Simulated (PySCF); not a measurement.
Ru⁺: ionisation energy

Ru⁺ [Kr] 4d7 (4F) → Ru²⁺ [Kr] 4d6 (5D), as a difference of total energies. All numbers are calculated (PySCF 2.14, the spin-free X2C one-electron Hamiltonian (Gaussian nucleus), in ANO-RCC-VTZP). Correlated levels: valence and next inner shell: [Ar] 3d10 frozen. The calculations carry no spin-orbit coupling.

```json
{"method": "UHF", "ionisation energy (eV)": "14.918"}
{"method": "MP2 (valence and next inner shell)", "ionisation energy (eV)": "16.450"}
{"method": "SCS-MP2 (valence and next inner shell)", "ionisation energy (eV)": "16.418"}
{"method": "CCSD (valence and next inner shell)", "ionisation energy (eV)": "16.290"}
{"method": "CCSD(T) (valence and next inner shell)", "ionisation energy (eV)": "16.385"}
```

Question: How much does correlation contribute at CCSD(T) (valence and next inner shell)?

Answer: 16.385 − (14.918) = 1.467 eV, measured against UHF.

A first-order spin-orbit estimate (lowest level to lowest level, LS coupling) adds 0.051 eV.

Errors of the correlated levels include the incompleteness of this basis and the frozen core.

For comparison: 16.76 ± 0.06 eV (semi-empirical (NIST evaluation); NIST Atomic Spectra Database, ionization energies).
